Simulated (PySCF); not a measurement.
Simulated characterisation data

All values are calculated (PySCF 2.14): structure optimised with GFN2-xTB, GIAO PBE0/pcSseg-1 shieldings. One computed conformer, non-relativistic Hamiltonian, in vacuum, rapidly exchanging positions averaged.

δ = σ(ref) − σ, references computed at the same level: TMS for ¹H (31.72 ppm) and ¹³C (186.93 ppm). Splittings of carbon signals by F and P are missing where no couplings were computed. Where no couplings were computed, multiplicities follow the n + 1 count of equivalent neighbours, and m marks all less simple cases (inequivalent or close neighbours, rings, F or P nearby). Shifts are as computed. Against solution values, carbons near 30 ppm lie about +3 ppm off and those near 130 ppm about +5 ppm (rms about the fit 2.1 ppm; single classes can miss by 10 ppm). Of 1328 compounds with measured shifts, 309 miss one by over three times the rms of a fit or turn the order of signals round; such compounds aren't used in these exercises. Signals without a measured value on file couldn't be tested in this way; 1H shifts scatter by 0.2 ppm about their fit, and single ones miss by 0.5 ppm. OH and NH positions are gas-phase values without hydrogen bonding to other molecules.

Compound 1 (CH7NO2Si). ¹H NMR (500 MHz, computed): δ 5.04 (s, 1H), 2.65 (s, 3H), 1.79 (br s, 2H), 0.55 (br s, 1H). ¹³C{¹H} NMR (computed): δ 28.9. Structure: `CN[SiH](O)O`.

Compound 2 (C6H5F3O). ¹H NMR (500 MHz, computed): δ 6.50 (d, 1H), 5.62 (m, 1H), 4.85 (m, 1H), 3.12 (m, 2H). ¹³C{¹H} NMR (computed): δ 149.1 (C), 148.4 (CH), 128.8 (C), 110.6 (CH), 105.9 (CH), 24.8 (CH2). Structure: SMILES FC(F)(F)C1=CCC=CO1.
